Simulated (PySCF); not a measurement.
HgI, neutral, multiplicity 2. Atoms are numbered in the order given.

```xyz
2

Hg     0.0000     0.0000    -1.0985
I      0.0000     0.0000     1.6581
```
Charge 0, spin multiplicity 2.

Geometry: PBE0-D3(BJ)/def2-TZVP. The spin state was assumed, not searched. The def2 effective core potentials stand for the cores of Hg, I; spin–orbit coupling is left out.

Calculation: PBE0-D3(BJ)/def2-TZVP in PySCF 2.14.0.

Frequencies are harmonic and unscaled.

```csv
mode,ν (cm⁻¹),IR (km/mol),moving atoms (share of kinetic energy)
1,127,2.1,"I 61 %, Hg 39 %"
```
